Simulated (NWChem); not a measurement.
System: CaBr2; SMILES [Br][Ca][Br]

Computed with NWChem. All runs use the structure optimised with PBE0/def2-SVP. Vertical excitations in the gas phase.

Problem. Predict the results for B3LYP/def2-SVPD, TDA. Quantities: lowest excitation, singlet (eV); orbital gap (eV).

Solution. 
- lowest excitation, singlet (eV) = 4.17
- orbital gap (eV) = 5.06
